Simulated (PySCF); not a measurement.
## Cu₂: energy against distance

Set-up: PySCF, scalar-relativistic core potentials, basis sets Cu cc-pVDZ-PP with ECP10. Energies in eV from Cu (3d10 4s1) + Cu (3d10 4s1) in their ground configurations at the same level. State: ¹Σg⁺ (singlet), closed shell.

All columns are PBE0.

```tsv
R (Å)	E (eV)	HOMO (eV)	LUMO (eV)	Mayer bond order	⟨S²⟩
1.921	-1.406	-5.88	-1.79	1.02	0.00
2.011	-1.774	-5.85	-1.85	1.03	0.00
2.100	-1.968	-5.77	-1.92	1.04	0.00
2.167	-2.033	-5.71	-1.97	1.04	0.00
2.234	-2.049	-5.66	-2.02	1.04	0.00
2.301	-2.028	-5.61	-2.07	1.05	0.00
2.390	-1.960	-5.56	-2.14	1.05	0.00
2.502	-1.832	-5.49	-2.22	1.05	0.00
2.636	-1.644	-5.42	-2.32	1.04	0.00
2.815	-1.372	-5.32	-2.45	1.04	0.00
```

Closed-shell solutions of metal pairs were not tested for spin polarisation, which can lower them a little.
